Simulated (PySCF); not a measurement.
C3H4BrCl.

```xyz
9

C     -1.6851    -1.0687     0.0000
C     -0.1978    -1.0713     0.0000
Cl     0.5215    -2.6714     0.0000
C      0.6505    -0.0318     0.0000
Br     0.0857     1.7669     0.0000
H     -2.0667    -1.5999     0.8869
H     -2.0722    -0.0413     0.0000
H     -2.0667    -1.5999    -0.8869
H      1.7345    -0.1557     0.0000
```

Coordinates come from a r2SCAN-D4/def2-SVP optimisation.

These are PySCF with HF/pcSseg-1 values and carry that method's errors. Non-relativistic, no solvent.

Task: Give the absolute GIAO shielding of each atom: isotropic value and principal components (ppm). (Estimate from the structure and the level; the computed values follow.)

Result: 
| atom | σ(iso) | σ11 | σ22 | σ33 | span |
|---|---|---|---|---|---|
| C1 | 169.2 | 158.9 | 160.1 | 188.6 | 29.6 |
| C2 | 39.0 | -89.1 | 85.0 | 121.0 | 210.1 |
| Cl3 | 755.1 | 573.9 | 640.7 | 1050.8 | 476.9 |
| C4 | 65.6 | -43.7 | 109.1 | 131.5 | 175.2 |
| Br5 | 2337.3 | 1908.3 | 2192.9 | 2910.7 | 1002.4 |
| H6 | 29.7 | 25.4 | 27.5 | 36.3 | 10.9 |
| H7 | 28.9 | 22.1 | 31.1 | 33.5 | 11.3 |
| H8 | 29.7 | 25.4 | 27.5 | 36.3 | 10.9 |
| H9 | 25.4 | 18.8 | 27.6 | 30.0 | 11.2 |
